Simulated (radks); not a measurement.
The numbers below are computed, except where a source is named.
Trend from Zr to Cd: ionisation energy by Delta-SCF between NIST ground configurations, and size. Level of theory: scalar-relativistic Kohn-Sham, PBE, spin-unpolarised, spherical densities, point nucleus (a radial shooting solver on a logarithmic mesh with Libxc functionals).

species  configuration  IE (eV)  NIST (eV)  kind  outermost  <r> outermost (bohr)
Zr        [Kr] 4d2 5s2    7.137      6.634  exp.         5s                  3.73
Nb        [Kr] 4d4 5s1    6.637      6.759  exp.         5s                  3.73
Mo        [Kr] 4d5 5s1    6.890      7.092  exp.         5s                  3.60
Tc        [Kr] 4d5 5s2    8.154      7.119  exp.         5s                  3.30
Ru        [Kr] 4d7 5s1    7.292      7.361  exp.         5s                  3.39
Rh        [Kr] 4d8 5s1    7.461      7.459  exp.         5s                  3.31
Pd           [Kr] 4d10    9.115      8.337  exp.         4d                  1.59
Ag       [Kr] 4d10 5s1    7.757      7.576  exp.         5s                  3.17
Cd       [Kr] 4d10 5s2    9.273      8.994  exp.         5s                  2.90

Reference values: NIST Atomic Spectra Database (exp. = measured, semi-emp. = semi-empirical, theory = theoretical value adopted there). Spin polarisation and multiplet splitting are left out, so open shells lie too high by an amount that depends on their filling.

Beside tabulated values, note that spin-unpolarised runs miss the spin-polarisation part of the exchange energy of open shells.
